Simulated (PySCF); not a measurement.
CH5ClSi, SMILES Cl[SiH2]C.

The structure is a stationary point at B3LYP-D3(BJ)/def2-TZVP.

These are B3LYP-D3(BJ)/def2-TZVP (PySCF 2.14.0) values and carry that method's errors.

Frequencies are harmonic and unscaled.

Computed vibrational spectrum:
| mode | ν (cm⁻¹) | IR (km/mol) | moving atoms (share of kinetic energy) |
|---|---|---|---|
| 1 | 167 | 0.1 | H 95 % |
| 2 | 200 | 2.1 | C 30 %, H 25 %, Cl 23 %, Si 21 % |
| 3 | 499 | 12.7 | H 92 % |
| 4 | 513 | 64.4 | Cl 46 %, Si 44 % |
| 5 | 683 | 11.7 | H 93 % |
| 6 | 696 | 5.8 | H 42 %, C 38 %, Si 18 % |
| 7 | 757 | 48.6 | H 60 %, C 22 %, Si 18 % |
| 8 | 892 | 35.8 | H 77 %, C 18 % |
| 9 | 920 | 239.8 | H 83 %, Si 9 %, C 8 % |
| 10 | 971 | 106.0 | H 95 % |
| 11 | 1295 | 21.1 | H 80 %, C 20 % |
| 12 | 1454 | 4.7 | H 96 % |
| 13 | 1461 | 2.2 | H 96 % |
| 14 | 2241 | 94.7 | H 98 % |
| 15 | 2245 | 121.4 | H 96 % |
| 16 | 3033 | 2.3 | H 97 % |
| 17 | 3104 | 5.7 | H 91 %, C 9 % |
| 18 | 3117 | 4.0 | H 91 %, C 9 % |
